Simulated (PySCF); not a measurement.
disilinane (C4H12Si2), SMILES C1C[SiH2][SiH2]CC1.

Geometry optimised at TPSSh-D3(BJ)/def2-SVP. Other conformers were not sampled.

Method: SMD-PBE0/def2-SVP run with PySCF.

Solvation free energies are E(SMD) − E(gas) at the gas-phase geometry, for 1 M in both phases. In vacuum the dipole moment is 1.21 D.

```json
[
 {"solvent": "water", "ΔG(solv) (kcal/mol)": "2.4", "its non-electrostatic (CDS) part": "3.7", "dipole (D)": "1.71"},
 {"solvent": "dimethylsulfoxide", "ΔG(solv) (kcal/mol)": "-1.2", "its non-electrostatic (CDS) part": "0.1", "dipole (D)": "1.70"},
 {"solvent": "tetrahydrofuran", "ΔG(solv) (kcal/mol)": "-2.5", "its non-electrostatic (CDS) part": "-1.4", "dipole (D)": "1.61"}
]
```
